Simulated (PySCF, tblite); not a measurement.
Isomers of [C8H12P]+ (charge +1). Calculated harmonic vibrations of the isolated species, GFN2-xTB (tblite), most abundant isotopes, no scaling. This tight-binding method is rough: wavenumbers can miss measured ones by several per cent, in bad cases by 10 to 20. Modes of hydrogen on phosphorus can be 10 to 20 % off. One conformer each.

Electronic energies: PBE0/pcSseg-1 single points on the GFN2-xTB geometries (PySCF, gas phase).

| SMILES | electronic energy, lowest = 0 (kJ/mol) |
| --- | --- |
| C#CC[PH2+]C1=CCCC1 | 140.1 |
| C=CC1=C(C)[P@@H+](C)C=C1 | 0.0 |
| C/C=C\[PH+]1C=CCC=C1 | 3.2 |

**Question.** How do GFN2-xTB zero-point energies change the relative energies?

**Answer.** 
| SMILES | ZPE (kJ/mol) | of it from modes above 1550 cm⁻¹ | electronic (kJ/mol) | with ZPE, lowest = 0 (kJ/mol) | lowest mode (cm⁻¹) | rings |
| --- | --- | --- | --- | --- | --- | --- |
| C=CC1=C(C)[P@@H+](C)C=C1 | 443.0 | 234.5 | 0.0 | 0.0 | 43 | 1 |
| C/C=C\[PH+]1C=CCC=C1 | 447.0 | 242.0 | 3.2 | 7.2 | 44 | 1 |
| C#CC[PH2+]C1=CCCC1 | 443.2 | 233.4 | 140.1 | 140.2 | 41 | 1 |

The zero-point energies span 4.0 kJ/mol, from `C=CC1=C(C)[P@@H+](C)C=C1` to `C/C=C\[PH+]1C=CCC=C1`. The order is unchanged.

**Question.** And how do the electronic energies of GFN2-xTB itself compare?

**Answer.** `C=CC1=C(C)[P@@H+](C)C=C1` 0.9; `C/C=C\[PH+]1C=CCC=C1` 0.0; `C#CC[PH2+]C1=CCCC1` 74.3 kJ/mol, lowest = 0. Against the energies above, taken from the same isomer `C=CC1=C(C)[P@@H+](C)C=C1`, the largest difference is 66.7 kJ/mol.

**Question.** What do entropy and thermal enthalpy add at 298.15 K and 1 bar (rigid rotor, harmonic oscillator, one conformer each)?

**Answer.** 
| SMILES | point group | symmetry number | S (J/(mol K)) | H − H(0) (kJ/mol) | ZPE + H − H(0) − TS (kJ/mol) |
| --- | --- | --- | --- | --- | --- |
| C=CC1=C(C)[P@@H+](C)C=C1 | C1 | 1 | 427.9 | 31.42 | 346.9 |
| C/C=C\[PH+]1C=CCC=C1 | C1 | 1 | 416.3 | 29.27 | 352.2 |
| C#CC[PH2+]C1=CCCC1 | C1 | 1 | 432.5 | 30.68 | 344.9 |
